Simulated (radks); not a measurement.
Values are calculated unless marked as measured or tabulated.
Species: Be3+. Configuration: 1s1. Level of theory: non-relativistic Kohn-Sham, r2SCAN, spin-polarised, spherical densities, point nucleus; open shells are filled with parallel spins first; meta-GGA in the generalised Kohn-Sham scheme (a radial shooting solver on a logarithmic mesh with Libxc functionals).

Radial electron density D(r) = 4 pi r^2 rho(r):

r (bohr)  D(r) (e/bohr)
0.02484          0.1303
0.02691          0.1503
0.02892          0.1708
0.03133          0.1967
0.03367          0.2229
0.03618          0.2523
0.0392           0.2890
0.04212          0.3260
0.04563          0.3719
0.04904          0.4179
0.05312          0.4746
0.05709          0.5309
0.06185          0.5997
0.06646          0.6673
0.072            0.7490
0.07737          0.8284
0.08382          0.9231
0.09007           1.014
0.0968            1.109
0.1049            1.220
0.1127            1.323
0.1221            1.439
0.1312            1.545
0.1421            1.660
0.1527            1.760
0.1654            1.865
0.1778            1.950
0.1926            2.032
0.207             2.091
0.2224            2.132
0.241             2.157
0.259             2.156
0.2805            2.128
0.3015            2.078
0.3266            1.994
0.3509            1.895
0.3802            1.760
0.4086            1.620
0.4426            1.449
0.4756            1.285
0.5152            1.100
0.5537           0.9347
0.595            0.7767
0.6446           0.6145
0.6927           0.4841
0.7504           0.3592
0.8064           0.2660
0.8736           0.1833
0.9388           0.1263
1.017           0.07983
1.093           0.05060
1.184           0.02895
1.272           0.01666
1.378          0.008496
1.481          0.004373

D(r) has 1 maximum, at r = 0.249 bohr.
